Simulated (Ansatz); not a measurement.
`[CH3][In]([F])[SH]` and `[CH3][In]([F])[TeH]` differ in one element.

Ansatz, PBE0-D4/def2-TZVP geometries, multiplicity 1. Each molecule was computed in one conformer, which needn't be the lowest.

Elements past krypton have def2 core potentials.  Spin–orbit coupling is left out; it splits and shifts lone-pair levels of the heavy atoms by tenths of an eV.

```json
{"property": "LUMO energy (B3LYP/def2-TZVPP) / eV", "`[CH3][In]([F])[SH]`": "-1.54"}
{"property": "HOMO–LUMO gap (ωB97M-V/def2-TZVPP) / eV", "`[CH3][In]([F])[SH]`": "10.24"}
{"property": "LUMO energy (PBE0/def2-TZVPP) / eV", "`[CH3][In]([F])[SH]`": "-1.22"}
{"property": "HOMO energy (ωB97M-V/def2-TZVPP) / eV", "`[CH3][In]([F])[SH]`": "-9.86"}
{"property": "HOMO energy (PBE/def2-TZVPP) / eV", "`[CH3][In]([F])[SH]`": "-6.45"}
{"property": "LUMO energy (PBE/def2-TZVPP) / eV", "`[CH3][In]([F])[SH]`": "-2.08"}
```

(1) What does the change do to each property? (Best estimate.)

Answers

(1) Ansatz gave: 
```tsv
property	`[CH3][In]([F])[TeH]`	shift
LUMO energy (B3LYP/def2-TZVPP) / eV	-1.73	-0.19
HOMO–LUMO gap (ωB97M-V/def2-TZVPP) / eV	9.14	-1.10
LUMO energy (PBE0/def2-TZVPP) / eV	-1.44	-0.22
HOMO energy (ωB97M-V/def2-TZVPP) / eV	-8.89	0.97
HOMO energy (PBE/def2-TZVPP) / eV	-5.82	0.63
LUMO energy (PBE/def2-TZVPP) / eV	-2.24	-0.16
```

With PBE0 the HOMO rises by 0.83 eV and the LUMO falls by 0.22 eV, so the gap narrows by about 1.05 eV. PBE moves the HOMO by 0.63 eV and ωB97M-V by 0.97 eV.

B3LYP here is the variant with VWN-RPA as its local correlation; programs differ in this.

Positive LUMOs are unbound, so they and the gaps depend on the basis.
